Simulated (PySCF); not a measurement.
As(16+): ionisation energy

As(16+) [Ne] 3s2 3p5 (2P) → As(17+) [Ne] 3s2 3p4 (3P), as a difference of total energies. All numbers are calculated (PySCF 2.14, scalar relativity by spin-free X2C-1e, in an uncontracted even-tempered set (19 s from 1.2 bohr⁻², ratio 2.5; 12 p from 1.6 bohr⁻², ratio 2.5; 5 d from 9.5 bohr⁻², ratio 2.7; 4 f from 14 bohr⁻², ratio 2.7)). Correlated levels: outer shells: 1s2 frozen; virtual orbitals above 40 to 60 times the deepest correlated orbital energy dropped. The calculations carry no spin-orbit coupling.

| method | ionisation energy (eV) |
| --- | --- |
| UHF | 629.26 |
| LDA | 631.27 |
| PBE | 631.13 |
| PBE0 | 631.13 |
| r2SCAN | 631.31 |
| BHandHLYP | 630.92 |
| TPSS | 631.23 |
| MP2 (outer shells) | 630.23 |
| SCS-MP2 (outer shells) | 630.17 |

How much does correlation contribute at MP2 (outer shells)?

630.23 − (629.26) = 0.97 eV, measured against UHF.

Spin-orbit coupling is strong in these open shells (close to jj coupling). The scalar numbers leave it out and a first-order estimate fails, so it can dominate the gap to the real levels.

Breit and QED terms and the two-electron picture change are absent.

For comparison: 628.8 ± 0.6 eV (semi-empirical (NIST evaluation); NIST Atomic Spectra Database, ionization energies).
